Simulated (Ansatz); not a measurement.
The cluster W₂S₄⁻, relaxed as a doublet with UKS PBE-D4/def2-SVPD in Ansatz, starting from the GFN1-xTB geometry. Force threshold 0.02 eV/Å.

In the def2 sets W takes a core potential; there is no spin–orbit coupling. The charge -1 doublet is spin-contaminated (final ⟨S²⟩ up to 0.85, 0.75 for a pure state). The relaxation made no stability test and no search for a lower SCF solution. No other spin state of charge -1 was run. Another isomer (doublet) lies 0.64 eV lower at PBE0-D4/def2-TZVPD; other spin states weren't run for this one.

Start:

```xyz
6

W     0.4572    0.2686   -0.1104
W    -1.8084   -1.0605    0.4363
S     1.2816    1.7811    1.2350
S    -1.7892    0.9086   -0.7235
S     0.2456   -1.8144    1.0941
S     1.6131   -0.0834   -1.9315
```

| step | energy (eV) | largest force component (eV/Å) | SCF passes |
| --- | --- | --- | --- |
| 1 | -46971.7895 | 0.422 | 112 |
| 2 | -46971.8000 | 0.221 | 46 |
| 3 | -46971.8023 | 0.025 | 44 |
| 4 | -46971.8023 | 0.014 | 40 |
| 5 | -46971.8024 | 0.035 | 52 |
| 6 | -46971.8025 | 0.005 | 48 |
| 7 | -46971.8025 | 0.006 | 48 |
| 8 | -46971.8026 | 0.032 | 44 |
| 9 (rejected) | -46971.8013 | 0.173 | 54 |
| 10 | -46971.8033 | 0.063 | 50 |
| 11 | -46971.8036 | 0.075 | 44 |
| 12 | -46971.8038 | 0.058 | 46 |
| 13 | -46971.8041 | 0.059 | 44 |
| 14 | -46971.8042 | 0.024 | 45 |
| 15 (rejected) | -46971.8042 | 0.009 | 42 |
| 16 | -46971.8043 | 0.023 | 46 |
| 17 | -46971.8043 | 0.014 | 46 |

Force components are those of the run's own axes.

End:

```xyz
6

W     0.4478    0.2732   -0.0886
W    -1.8022   -0.9863    0.5380
S     1.2881    1.7927    1.2416
S    -1.7869    0.8402   -0.7933
S     0.2310   -1.8605    1.0083
S     1.6222   -0.0593   -1.9060
```

By distances, no bond broke or formed. The bond that changes most is W2–S4, from 2.29 to 2.26 Å (atoms count from 1).

The force fell under the threshold at step 4, but the optimiser went on and released 0.002 eV more. No frequencies were taken in this run, so the end may be a saddle point.

Hardware: 4 threads of Arm Neoverse V1 on a shared host. Wall time 1.9 min, peak host memory 0.57 GiB.
